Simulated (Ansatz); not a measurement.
A nudged elastic band was laid between two geometries of CH8O2Si2 (13 atoms, charge 0, multiplicity 1).

The calculation used RKS PBE-D4/def2-SVP in Ansatz.

```yaml
movable_images: 5
climbing_image: yes
spring: 5.0 eV/Å²
optimiser: quadratic models (default)
start_path: through a guess of the saddle point
force_threshold: 0.05 eV/Å
iteration_limit: 60
end_points: relaxed
```

First end point:

```xyz
13
Properties=species:S:1:pos:R:3
O -2.059 1.580 0.546
C -1.594 0.248 0.355
Si 0.309 0.297 0.505
O 0.729 1.720 -0.343
Si 1.418 -1.581 -0.398
H -1.436 2.153 0.052
H -1.909 -0.185 -0.631
H -2.048 -0.399 1.136
H 0.712 0.555 1.928
H 0.923 1.589 -1.287
H 1.107 -1.688 -1.870
H 0.955 -2.849 0.271
H 2.913 -1.475 -0.247
```

Last end point:

```xyz
13
Properties=species:S:1:pos:R:3
O -2.377 0.999 0.557
C -1.291 -0.048 -0.092
Si 0.422 0.362 0.326
O 1.229 1.807 -0.133
Si 1.406 -1.637 -0.442
H -2.016 1.912 0.591
H -1.703 -0.183 -1.107
H -2.440 0.691 1.484
H 0.506 0.518 1.828
H 1.396 1.851 -1.093
H 0.688 -2.116 -1.680
H 1.341 -2.730 0.593
H 2.859 -1.460 -0.817
```

Question: What changes between the two ends?

Answer: Bonds broken: C2–H8. Bonds formed: O1–H8.

Question: Give the energies along the band, and the barrier.

Answer: The run converged. The highest image is number 4 of 0 to 6, 310.9 kJ/mol above the first end and 3.2 kJ/mol above the last; the last end lies 307.8 kJ/mol above the first. Neighbouring images differ by up to 2.1 eV, so the band resolves the path poorly. A vibrational analysis at the climbing image gives one clearly imaginary mode, 163i cm⁻¹: a first-order saddle point. The orbitals stay closed-shell, which can raise the energy where a bond breaks towards radicals; this wasn't checked here.

```
image  path coordinate (Å)  energy (kJ/mol)  C2–H8 (Å)  O1–H8 (Å)
    0                 0.00              0.0       1.11       2.06
    1                 1.16              4.8       1.11       2.05
    2                 2.32              6.6       1.12       2.13
    3                 3.48            108.4       1.15       1.78
    4                 4.65            310.9       2.11       0.98
    5                 6.40            308.4       2.07       0.98
    6                 8.15            307.8       2.09       0.98
```

Question: What is the geometry of the highest image?

Answer: 
```xyz
13
Properties=species:S:1:pos:R:3:forces:R:3
O -2.493 0.959 0.510 0.01 0.02 0.00
C -1.022 -0.085 -0.072 0.00 0.00 0.01
Si 0.603 0.629 0.259 0.00 0.01 -0.02
O 1.409 1.978 -0.389 0.00 0.00 0.00
Si 1.267 -1.579 -0.330 0.00 0.00 0.01
H -2.073 1.478 1.229 0.00 0.00 -0.01
H -1.387 -0.193 -1.115 0.00 0.00 0.00
H -2.833 0.169 0.979 -0.01 -0.03 0.00
H 0.797 0.851 1.733 0.00 0.00 0.00
H 1.414 1.994 -1.364 0.00 0.00 0.00
H 0.403 -2.166 -1.415 0.00 0.00 0.00
H 1.256 -2.494 0.866 0.00 0.00 0.00
H 2.681 -1.576 -0.876 0.00 0.00 0.00
```

Run time: 8.4 min on 2 threads of AMD EPYC 7R43 64-Core Processor (Zen 3) (shared host), peak memory 0.17 GiB.
